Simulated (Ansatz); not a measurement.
Ansatz (an electronic-structure program) input (BLYP/def2-TZVPD):

Ansatz 0.2 input:
```yaml
crystal:
  periodic: [false, false, false]
  atoms:
    - {symbol: B, position_ang: [0.16714416, 0.06889867, -0.01311335]}
    - {symbol: F, position_ang: [0.25080666, 1.35329880, 0.13398153]}
    - {symbol: O, position_ang: [-1.22482078, -0.42755937, 0.10559976]}
    - {symbol: O, position_ang: [1.02088828, -0.89752116, -0.24216516]}
    - {symbol: H, position_ang: [-1.44122987, -1.37464062, 0.01711498]}
    - {symbol: H, position_ang: [1.96465536, -0.70749179, -0.34067312]}
    - {symbol: H, position_ang: [-1.98494627, 0.15859412, 0.27581433]}
basis:
  gaussian:
    orbitals: def2-TZVPD
hamiltonian:
  xc: {name: BLYP}
total_charge: 1
output: {forces: true}
```

Output:

```
Functional definition: BLYP
integrals: 0.08 GiB planned
883 factors; their error is unknown
0.27 GiB of the device are held for the grids
0.86 GiB of device memory are held for the factors and their scratch space
mean field: 0.67 GiB planned
mean field evaluation 1: about -7511.8541 eV, gradient 1.3e2 eV
mean field evaluation 2: about -7451.4713 eV, gradient 2.2e2 eV
mean field evaluation 4: about -7533.4081 eV, gradient 2.4e1 eV
mean field evaluation 8: about -7534.2666 eV, gradient 5.8e-2 eV
mean field evaluation 16: about -7534.2579 eV, gradient 2.1e-5 eV
mean field -7534.25794994 eV, -276.8788727567 hartree, gradient 2.1e-5 eV, S^2 0.000000; 0 other end points of the search recorded, 0 dependent functions left out
the calculation of the forces begins
reference -7534.25826956 eV, -276.8788845028 hartree; 16, 16 occupied and 168, 168 virtual orbitals, 883 factors
Total energy: -7534.25826956 eV, -276.8788845028 hartree
Atom 0 at     0.167144     0.068899    -0.013113 Å, force    -0.042796    -0.043335     0.000199 eV/Å
Atom 1 at     0.250807     1.353299     0.133982 Å, force     0.044839     0.702082     0.080521 eV/Å
Atom 2 at    -1.224821    -0.427559     0.105600 Å, force     0.021816    -0.008980    -0.003921 eV/Å
Atom 3 at     1.020888    -0.897521    -0.242165 Å, force    -0.005832    -0.559160    -0.067988 eV/Å
Atom 4 at    -1.441230    -1.374641     0.017115 Å, force    -0.125971    -0.391966    -0.031920 eV/Å
Atom 5 at     1.964655    -0.707492    -0.340673 Å, force     0.438123     0.073105    -0.047588 eV/Å
Atom 6 at    -1.984946     0.158594     0.275814 Å, force    -0.330180     0.228254     0.070697 eV/Å
Dipole moment:    -0.639820    -0.443119     0.028145 e Å
```

It need not be the lowest isomer of its formula.
